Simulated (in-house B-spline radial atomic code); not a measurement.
## S⁴⁺: [Ne] 3s2

Computed with an all-electron radial atomic-structure program (B-spline basis): non-relativistic PBE, spin-polarised, spherical fractional occupations, point nucleus.

Z_r = [3n² - l(l+1)]/(2<r>); Z_e = n√(-2ε); the last column is Slater's effective charge. Values are occupation-weighted means over spin.

| shell | electrons | ε (eV) | <r> (bohr) | Z_r | Z_e | Slater |
| --- | --- | --- | --- | --- | --- | --- |
| 1s | 2 | -2459.6 | 0.09728 | 15.42 | 13.45 | 15.70 |
| 2s | 2 | -269.81 | 0.4791 | 12.52 | 8.91 | 11.85 |
| 2p | 6 | -216.14 | 0.4402 | 11.36 | 7.97 | 11.85 |
| 3s | 2 | -65.745 | 1.471 | 9.18 | 6.59 | 6.85 |

The least bound orbital is 3s at -65.74 eV, and it is also the most diffuse (<r> = 1.471 bohr).
